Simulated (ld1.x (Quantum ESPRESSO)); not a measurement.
**nitrogen, ultrasoft: configuration errors across variants**

nitrogen (N), ultrasoft, made with ld1.x (Quantum ESPRESSO) 7.5 (LDA (PZ), scalar-relativistic). Core [He], reference 2s2 2p3. Waves: 2s (bound): rcut 0.80, rcutus 0.95 bohr; 2s channel at -0.35 Ry: rcut 0.80, rcutus 0.95 bohr; 2p (bound): rcut 1.15, rcutus 1.25 bohr; 2p channel at -0.2 Ry: rcut 1.15, rcutus 1.25 bohr. Local part: all-electron potential smoothed inside 0.75 bohr (lloc = -1). Core correction: Bessel-smoothed model core, default radius (core density twice the valence density). Augmentation charge: PSQ, inside the norm-conserving radii.

All-electron excitation energies from the reference (eV): (1) 2s2 2p2 13.732; (2) 2s2 2p1 42.702; (3) 2s2 2p0 89.866; (4) 2s2 2p3.3 -1.665; (5) 2s2 2p2.5 5.167; (6) 2s1 2p4 11.204; (7) 2s1 2p3 25.184; (8) 2s2 2p3 spin -2.892; (9) 2s2 2p2 spin 12.043.

Spin tests fill each open shell by Hund’s rule, majority spin first.

The default core radius of the base comes out at 0.41 bohr.

Errors AE − PS in meV (a dash: test not solved or not reliable):

```tsv
change	(1)	(2)	(3)	(4)	(5)	(6)	(7)	(8)	(9)	bound ghosts
base	-8.3	-68	-265	0.0	-1.4	-1.7	+7.6	-46	-38	none
core correction none	-2.2	-3.5	+71	+0.1	-0.6	+6.4	+9.6	+318	+226	none
core correction Bessel-smoothed model core inside 0.56 bohr	-7.8	-63	-241	0.0	-1.3	-1.0	+7.8	-17	-17	none
core correction Bessel-smoothed model core inside 0.70 bohr	-6.4	-49	-173	0.0	-1.1	+1.0	+8.2	+59	+37	none
core correction Bessel-smoothed model core inside 0.82 bohr	-4.9	-33	-92	0.0	-0.9	+3.1	+8.6	+145	+100	none
core correction Bessel-smoothed model core inside 1.02 bohr	-3.0	-12	+22	+0.1	-0.7	+5.6	+9.2	+265	+188	none
core correction Bessel-smoothed model core inside 1.14 bohr	-2.5	-7.0	+51	+0.1	-0.6	+6.1	+9.4	+296	+210	none
```

Q: Give the same row for: core correction Bessel-smoothed model core inside 0.46 bohr.

A: -8.2, -67, -261, 0.0, -1.4, -1.6, +7.7, -41, -34; bound ghosts: none.
